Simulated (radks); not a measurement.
Problem. The mean radii <r> (bohr) of the occupied orbitals of an atom or ion are listed with their occupations. All-electron calculation, non-relativistic Kohn-Sham, PBEsol, spin-polarised, spherical densities, point nucleus. Program: a radial shooting solver on a logarithmic mesh with Libxc functionals.

orbital  occ.     <r>
1s up       1  0.3833
2s up       1   1.923
2s down     1   2.009
3s up       1   6.535

Name the element and its charge. Open shells, if any, are filled with parallel spins first.

Solution. Z = 4, beryllium, charge 0: Be in 1s1 2s2 3s1. The 1s radius gives Z: for a bare nucleus <r> = 1.5/Z, 0.375 bohr for Z = 4, and screening makes it slightly larger (0.3833 here). The occupations add up to 4, and the charge is Z minus that.
